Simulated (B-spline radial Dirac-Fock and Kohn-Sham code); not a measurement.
Binding energies of Tm¹⁷⁺ at several levels of theory

System: the Tm¹⁷⁺ ion in the configuration [Kr] 4d10 4f6.

The density-functional columns are spherical, spin-unpolarised Dirac-Kohn-Sham results without Breit or QED terms: −ε is minus the orbital energy of the initial state and ΔSCF the difference of two total energies. The reference in the last column comes from Dirac-Fock (average of configuration) total-energy differences with a finite nucleus, the Breit interaction including its frequency dependence, and self-energy and vacuum-polarisation corrections. All numbers are from an atomic code on a B-spline grid, in eV; a selection of levels is shown. The Kohn-Sham columns are given as differences from the reference. For the 1s level of heavy atoms much of the gap between ΔSCF and the reference is the Breit and QED part, -276.5 eV here; for other levels the error of the functional can be larger.

```csv
level,LDA −ε − DF,LDA ΔSCF − DF,Dirac-Fock
K (1s),-252.6,+263.7,59819.0
L1 (2s),-163.8,-60.3,10554.2
L2 (2p1/2),-121.3,+7.8,10049.2
L3 (2p3/2),-131.5,-16.6,9080.4
M1 (3s),-88.1,-49.7,2745.9
M2 (3p1/2),-71.9,-31.6,2525.5
M3 (3p3/2),-71.0,-33.1,2317.6
M4 (3d3/2),-50.4,-7.2,1946.7
M5 (3d5/2),-51.4,-9.0,1902.4
N1 (4s),-45.0,-24.3,885.3
N2 (4p1/2),-37.3,-16.7,794.5
N3 (4p3/2),-37.2,-17.4,744.4
N4 (4d3/2),-23.6,-4.1,592.6
N5 (4d5/2),-23.7,-4.4,583.1
"N6,7 (4f)",-16.1,+2.7,402.5
```

Values without a named source are computed, but for edge energies of neutral atoms, which are taken from tables.
